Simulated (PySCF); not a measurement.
## Cs2: from constants to spectrum

PBE0 constants of Cs2, ¹Σg⁺ (singlet), closed shell (Cs x2c-TZVPall; spin-free X2C with a Gaussian nucleus (PySCF 2.14); masses 132.9054 and 132.9054 u):

* ωe: 41.9 cm⁻¹
* ωexe: 0.0589 cm⁻¹
* Be: 0.011229 cm⁻¹
* αe: 1.82e-05 cm⁻¹
* De to Cs + Cs: 0.421 eV

(1) What force constant and bond length do these constants imply?

(2) Estimate the centrifugal constant D from the Kratzer relation and find the Dunham coefficient a1.

Closed-shell solutions of metal pairs were not tested for spin polarisation, which can lower them a little. Spin–orbit coupling is left out.

Answers

(1) Reduced mass μred = 66.453 u; k = 5.8918×10⁻⁷·μred·ωe² (u, cm⁻¹, mdyn/Å) = 0.0687 mdyn/Å; Re = √(16.8576/(μred·Be)) (u, cm⁻¹, Å) = 4.753 Å.

(2) D = 4Be³/ωe² = 3.23e-09 cm⁻¹; a1 = −1 − αeωe/(6Be²) = -2.01.
